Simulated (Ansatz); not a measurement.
(AgH)n: PBE-D4/def2-TZVP single points in Ansatz on relaxed structures, gas phase. Each cluster is the lowest isomer that a short search found in that spin, judged at the geometry's level, and lower ones may exist. Core potentials for Ag, no spin–orbit coupling. Binding counts from free atoms in the multiplicity of their measured ground term, without zero-point energy. Singlets are spin-restricted. The structures are stationary points that may keep the symmetry of their start.

```csv
species,atoms,state,geometry,HOMO (eV),LUMO (eV),gap (eV),binding per atom (eV),lowest of the spins relaxed,point group (within 0.1 Å)
(AgH)3 ring (Ag3H3),6,singlet,PBE0-D4/def2-TZVP,-5.80,-2.45,3.35,1.76,–,D3h
(AgH)4 ring (Ag4H4),8,singlet,PBE0-D4/def2-SVP,-6.24,-2.66,3.58,1.96,–,D4h
Ag2H2,4,singlet,PBE0-D4/def2-TZVP,-5.23,-3.97,1.26,1.48,"singlet, of singlet/triplet",Cs
```

The gap (eV) runs from 1.26 (Ag2H2) to 3.58 ((AgH)4 ring). The binding per atom (eV) runs from 1.48 (Ag2H2) to 1.96 ((AgH)4 ring).
